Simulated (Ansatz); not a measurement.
Ansatz (an electronic-structure program) input (HF/6-31G*):

Ansatz 0.2 input:
```yaml
crystal:
  periodic: [false, false, false]
  atoms:
    - {symbol: O, position_ang: [1.42339544, -0.26399244, 0.00930129]}
    - {symbol: Si, position_ang: [0.00067110, 0.29780078, 0.00463344]}
    - {symbol: O, position_ang: [-1.42456986, -0.25715893, -0.01740982]}
basis:
  gaussian:
    orbitals: 6-31G*
hamiltonian:
  xc: {name: HF}
total_charge: -1
magnetization: {spin_polarized: true, initial_magnetization: 1}
phonons: {temperatures: {t_min: 298.15, t_max: 298.15, t_step: 100}}
```

Output:

```
Functional definition: HF
integrals: 0.01 GiB planned
446 factors; integrals over basis functions are off by at most 1.8e-4 eV
mean field: 0.11 GiB planned
mean field evaluation 1: about -11934.9617 eV, gradient 1.8e1 eV
mean field evaluation 2: about -11935.0148 eV, gradient 1.8e1 eV
mean field evaluation 4: about -11936.6112 eV, gradient 2.2e0 eV
mean field evaluation 8: about -11936.6767 eV, gradient 2.0e-1 eV
mean field -11936.67818738 eV, -438.6648324150 hartree, gradient 4.3e-5 eV, S^2 0.761934; 0 other end points of the search recorded, 0 dependent functions left out
the calculation of the forces begins
reference -11936.67818738 eV, -438.6648324150 hartree; 16, 15 occupied and 33, 34 virtual orbitals, 446 factors
these checks for a lower state are left out or cut short: stability, starts, cluster_reference, orbital_swaps, neighbouring_geometries, increment
integrals: 0.01 GiB planned
446 factors; integrals over basis functions are off by at most 1.8e-4 eV
mean field: 0.11 GiB planned
mean field evaluation 16: about -11936.6023 eV, gradient 3.3e-1 eV
mean field -11936.67815862 eV, -438.6648313582 hartree, gradient 2.5e-6 eV, S^2 0.761900; 0 other end points of the search recorded, 0 dependent functions left out
the calculation of the forces begins
reference -11936.67815862 eV, -438.6648313582 hartree; 16, 15 occupied and 33, 34 virtual orbitals, 446 factors
these checks for a lower state are left out or cut short: stability, starts, cluster_reference, orbital_swaps, neighbouring_geometries, increment
integrals: 0.01 GiB planned
446 factors; integrals over basis functions are off by at most 1.8e-4 eV
mean field: 0.11 GiB planned
mean field -11936.67815835 eV, -438.6648313484 hartree, gradient 2.5e-6 eV, S^2 0.761969; 0 other end points of the search recorded, 0 dependent functions left out
the calculation of the forces begins
reference -11936.67815835 eV, -438.6648313484 hartree; 16, 15 occupied and 33, 34 virtual orbitals, 446 factors
these checks for a lower state are left out or cut short: stability, starts, cluster_reference, orbital_swaps, neighbouring_geometries, increment
integrals: 0.01 GiB planned
446 factors; integrals over basis functions are off by at most 1.8e-4 eV
mean field: 0.11 GiB planned
mean field evaluation 32: about -11936.6781 eV, gradient 6.4e-5 eV
mean field -11936.67811078 eV, -438.6648296003 hartree, gradient 3.5e-6 eV, S^2 0.761972; 0 other end points of the search recorded, 0 dependent functions left out
the calculation of the forces begins
reference -11936.67811078 eV, -438.6648296003 hartree; 16, 15 occupied and 33, 34 virtual orbitals, 446 factors
these checks for a lower state are left out or cut short: stability, starts, cluster_reference, orbital_swaps, neighbouring_geometries, increment
integrals: 0.01 GiB planned
446 factors; integrals over basis functions are off by at most 1.8e-4 eV
mean field: 0.11 GiB planned
mean field -11936.67811077 eV, -438.6648295999 hartree, gradient 3.3e-6 eV, S^2 0.761897; 0 other end points of the search recorded, 0 dependent functions left out
the calculation of the forces begins
reference -11936.67811077 eV, -438.6648295999 hartree; 16, 15 occupied and 33, 34 virtual orbitals, 446 factors
these checks for a lower state are left out or cut short: stability, starts, cluster_reference, orbital_swaps, neighbouring_geometries, increment
integrals: 0.01 GiB planned
446 factors; integrals over basis functions are off by at most 1.8e-4 eV
mean field: 0.11 GiB planned
mean field -11936.67806742 eV, -438.6648280067 hartree, gradient 3.6e-6 eV, S^2 0.761975; 0 other end points of the search recorded, 0 dependent functions left out
the calculation of the forces begins
reference -11936.67806742 eV, -438.6648280067 hartree; 16, 15 occupied and 33, 34 virtual orbitals, 446 factors
these checks for a lower state are left out or cut short: stability, starts, cluster_reference, orbital_swaps, neighbouring_geometries, increment
integrals: 0.01 GiB planned
446 factors; integrals over basis functions are off by at most 1.8e-4 eV
mean field: 0.11 GiB planned
mean field -11936.67806699 eV, -438.6648279910 hartree, gradient 3.7e-6 eV, S^2 0.761895; 0 other end points of the search recorded, 0 dependent functions left out
the calculation of the forces begins
reference -11936.67806699 eV, -438.6648279910 hartree; 16, 15 occupied and 33, 34 virtual orbitals, 446 factors
Total energy: -11936.67818738 eV, -438.6648324150 hartree
Atom 0 at     1.423395    -0.263992     0.009301 Å, force    -0.000084     0.000040    -0.000000 eV/Å
Atom 1 at     0.000671     0.297801     0.004633 Å, force    -0.000000    -0.000079    -0.000001 eV/Å
Atom 2 at    -1.424570    -0.257159    -0.017410 Å, force     0.000084     0.000039     0.000001 eV/Å
Dipole moment:     0.000676     0.299994     0.004668 e Å
Vibrations: 418.20 1053.80 1346.22 cm⁻¹, zero-point energy 0.174707 eV
```

The blocks after the first are displaced geometries, from whose forces the wavenumbers follow.

The dipole moment of an ion depends on the origin.
